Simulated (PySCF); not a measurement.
# How methods differ on the interval between two levels of Lu⁺

Lu⁺ [Xe] 4f14 6s2 → Lu⁺ [Xe] 4f14 5d1 6s1 [3D3, M_J = 3], as a difference of total energies. Computed with PySCF 2.14 in x2c-SVPall-2c with one added diffuse shell each of s, p, d type (8s11p10d2f1g, 114 functions), with the two-component X2C-1e Hamiltonian. Correlated levels: [Ar] 3d10 frozen; the 6 highest virtual spinors dropped. "Screened" scales the spin-orbit matrix elements by Boettger's factors to mimic the two-electron term; Breit and QED terms are absent.

```tsv
method	interval between two levels (cm⁻¹)
GHF (screened spin-orbit)	10206
GMP2 (screened spin-orbit)	14279
```

Errors of the correlated levels include the incompleteness of this basis and the frozen core.

The labels give the starting determinants; with spin-orbit coupling the two ends relaxed to ⟨J²⟩ = 0.00, ⟨L²⟩ = 0.11, ⟨S²⟩ = 0.11 and ⟨J²⟩ = 12.01, ⟨L²⟩ = 6.11, ⟨S²⟩ = 2.12.

For comparison: 14199 cm⁻¹ (measured; NIST Handbook of Basic Atomic Spectroscopic Data (Sansonetti and Martin, J. Phys. Chem. Ref. Data 34, 1559 (2005))).
